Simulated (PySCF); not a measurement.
Cartesian coordinates (Å):
```xyz
10

O      1.3162     1.0347     0.4327
C      0.7678     0.1685    -0.5683
Si    -0.7644    -0.6688     0.1389
O     -1.8241     0.4862     0.6419
H      1.7031     0.4882     1.1217
H      0.4920     0.8128    -1.4074
H      1.5171    -0.5383    -0.9485
H     -0.3057    -1.5131     1.2833
H     -1.4803    -1.5144    -0.8486
H     -1.4215     1.2441     1.0722
```
Charge 0, spin multiplicity 1.

Task: Predict the dipole moment, HOMO–LUMO gap, S1 oscillator strength, LUMO and total energy from PySCF with PBE0-D4/def2-TZVP.

Result: 
The dipole moment comes out as 1.63 D. The HOMO–LUMO gap comes out as 7.84 eV and the S1 oscillator strength comes out as 0.004. The LUMO is 0.31 eV and the total energy is -481.4486 Ha.
